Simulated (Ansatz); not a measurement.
Reaction (atomization): `[CH3][SnH][OH]`• → C• + 5 H• + O• + Sn•

Calculated with Ansatz (gas phase, PBE0-D4/def2-TZVP geometries, no zero-point term in ΔE). CCSD(T)/CBS adds triple-zeta CCSD(T) − MP2 to the extrapolated MP2 energy (def2 sets, frozen cores). This one scheme is used for every species, atoms too. For atomizations the MP2-based limit and the directly extrapolated one differ by several kJ/mol either way, and by 10 to 25 for some Ge, Se and Sn compounds, so smaller differences from it don't rank the levels. Functionals use def2-TZVPP. HSE06 is defined as in plane-wave codes. No spin–orbit coupling; open shells (•) take unrestricted orbitals. Spin–orbit coupling would lower the free atoms: a little for C, O; strongly for Sn. def2 core potentials past Kr. For Sn outer-core shells are correlated without core-valence functions, so the limit isn't a true one: a few kJ/mol of doubt a bond, and 10 to 20 or more in all where bonds break to atoms. Each species was taken in one conformer, which may not be the lowest.

Problem. What is ΔE at CCSD(T)/CBS? (An estimate is asked.)

Solution. The calculation gave: +2551.0 kJ/mol.

Problem. What do these levels give: r2SCAN-D4, ωB97M-V, PBE, BLYP, HSE06, CCSD/def2-TZVPP? (Best estimate.)

Solution. The calculation gave: r2SCAN-D4 2542.2, ωB97M-V 2533.5, PBE 2556.8, BLYP 2506.3, HSE06 2506.7, CCSD/def2-TZVPP 2440.3 kJ/mol.

Largest T1 diagnostic among the species: 0.016.

From PBE to PBE0 (25 % exact exchange), in def2-TZVPP and without D4, ΔE moves by −52.0 kJ/mol: exact exchange takes away binding that semilocal exchange gives to molecules. In def2-TZVPP, CCSD(T) changes the Hartree–Fock value by +690.0 kJ/mol (the triples alone add +38.4 kJ/mol) and MP2 by +699.3 kJ/mol; breaking electron pairs costs correlation energy, which Hartree–Fock lacks.
